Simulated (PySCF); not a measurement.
A GIAO shielding run with PySCF 2.14.0 with density-fitted response routines (density fitting, non-relativistic, gas phase) on SMILES F[C@H](Cl)[Si](F)(F)F, CHClF4Si:

```
$ OMP_NUM_THREADS=1 python probes_run.py task.json out

{"job": {"kind": "nmr", "xc": "PBE0", "basis": "pcSseg-0", "pop": true}, "charge": 0, "multiplicity": 1}
F     -0.571292     1.233410    -0.582087
C     -0.751895     0.231655     0.314090
Cl     0.420595    -1.080284     0.031628
Si    -2.481571    -0.488666     0.143076
F     -2.698215    -1.639460     1.227629
F     -2.722300    -1.085327    -1.315012
F     -3.570368     0.650637     0.407587
H     -0.551565     0.617053     1.327325
```

Hardware: 1 thread of an Arm Neoverse V2, shared host. The job also computes population analyses, field gradients.

(1) How large is the calculation?

(2) How long does it take, and how much memory does it need?

(3) And these other runs on the same molecule and hardware: GIAO shielding at PBE0/6-311+G(2d,p); GIAO shielding at PBE0/6-31G*; GIAO shielding at PBE0/IGLO-III; GIAO shielding at PBE0/aug-cc-pVDZ; GIAO shielding at PBE0/cc-pVDZ; GIAO shielding at PBE0/cc-pVTZ?

## Answers

(1) 74 electrons, 73 basis functions and 699 auxiliary functions.

(2) 4.9 s of wall time, with 12 SCF cycles and 5 response iterations; peak memory 0.44 GiB. Times on a shared host scatter by some tens of per cent.

(3) PBE0/6-311+G(2d,p): 211 functions, 19 s; PBE0/6-31G*: 108 functions, 7.7 s; PBE0/IGLO-III: 273 functions, 31 s; PBE0/aug-cc-pVDZ: 178 functions, 18 s; PBE0/cc-pVDZ: 111 functions, 8.3 s; PBE0/cc-pVTZ: 232 functions, 27 s.
